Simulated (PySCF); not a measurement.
Gas-phase reaction: 2 GeH2 + GeH2Cl2 ⇌ Ge2H6 + GeCl2

Computed with PySCF and rigid-rotor harmonic-oscillator thermochemistry at 1 bar. † marks an energy on the PBE0/def2-TZVP geometry and frequencies; other levels use their own. CCSD(T) freezes the core. 6-31G* has spherical d functions here. All species are closed-shell singlets. B3LYP is the form with VWN-RPA correlation. Ge: all electrons, no relativistic terms. GeH2: computed as isolated molecules; such fragments, hydroxides, amides, oligomers or adducts are transient or little studied in the gas. CCSD(T) isn't extrapolated to the basis-set limit; its ΔH°(298 K) is -287.6 kJ in def2-SVP and -306.2 kJ in def2-TZVPP. The harmonic model lacks anharmonicity and excited electronic states, which grow with temperature; levels with a mode under 35 cm⁻¹ are left out. Internal rotation in Ge2H6 is treated as a harmonic vibration of one conformer, which makes the entropy rough.

ΔH° and ΔS° at 298 K: B3LYP/6-31G* -295 kJ, -145 J/K; B3LYP/def2-TZVP† -296 kJ, -146 J/K; CCSD(T)/def2-TZVPP† -306 kJ, -146 J/K; HF/def2-TZVP† -254 kJ, -146 J/K.

Problem. With the heat capacities included, give log10 K (1 bar) at 500, 1200, 1600, 2000, 2500 K from B3LYP/6-31G*, B3LYP/def2-TZVP†, CCSD(T)/def2-TZVPP†, HF/def2-TZVP†.

Solution. 
```tsv
T (K)	B3LYP/6-31G*	B3LYP/def2-TZVP†	CCSD(T)/def2-TZVPP†	HF/def2-TZVP†
500	23.3	23.3	24.4	19.0
1200	5.5	5.5	5.9	3.7
1600	2.4	2.4	2.7	1.0
2000	0.6	0.6	0.8	-0.5
2500	-0.8	-0.8	-0.6	-1.7
```
